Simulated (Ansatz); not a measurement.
`[F][GaH][SiH3]` + HBr → `[F][GaH][Br]` + SiH₄ at 400 K and 1 bar (cleavage of the Ga–Si bond).

Gas-phase electronic energies from Ansatz, PBE0-D4/def2-TZVP geometries. CBS: MP2 limit from def2 TZ/QZ plus the TZ coupled-cluster correction, frozen cores. This one scheme is used for every species. For Br, Ga outer-core shells are correlated without core-valence functions, which leaves a few kJ/mol of doubt a bond. Scalar relativity is left out up to krypton.

| species | CCSD(T)/CBS energy (Eh) | H − E (kJ/mol) | S (J/(mol·K)) |
| --- | --- | --- | --- |
| `[F][GaH][SiH3]` | -2315.24439 | 114.6 | 364.0 |
| HBr | -2573.91920 | 27.6 | 207.2 |
| `[F][GaH][Br]` | -4597.74300 | 46.2 | 325.2 |
| SiH₄ | -291.46306 | 96.9 | 218.6 |

H − E and S are ideal-gas, rigid-rotor, harmonic terms from PBE0-D4/def2-TZVP. 1 Eh = 2625.50 kJ/mol, R = 8.31446 J/(mol·K).

Question: By hand: ΔE, ΔH, ΔS and ΔG.

Answer: ΔE = (-4597.74300) + (-291.46306) − (-2315.24439) − (-2573.91920) = -0.04247 Eh = -111.5 kJ/mol. Δ(H − E) = 46.2 + 96.9 − 114.6 − 27.6 = 0.9, so ΔH = -110.6 kJ/mol. ΔS = 325.2 + 218.6 − 364.0 − 207.2 = -27.4 J/(mol·K). ΔG = -110.6 − 400 × (-27.4)/1000 = -99.6 kJ/mol.

Question: By hand: the equilibrium constant, and the temperature at which ΔG would vanish if ΔH and ΔS stayed fixed.

Answer: log₁₀ K = −ΔG/(RT ln 10) = 13.0. ΔG = 0 at ΔH/ΔS = 4036 K, far beyond where these terms or the molecules hold.

ΔH outweighs TΔS. A doubt of 5 kJ/mol in ΔE shifts log₁₀ K by 0.7 here. Modes under 60 cm⁻¹, often nearly free rotors, make the harmonic entropy too high. These are equilibria of isolated gas molecules and say nothing of rates. Largest T1 diagnostic: 0.014 (customary marks: 0.02 for closed shells, 0.045 for open ones).
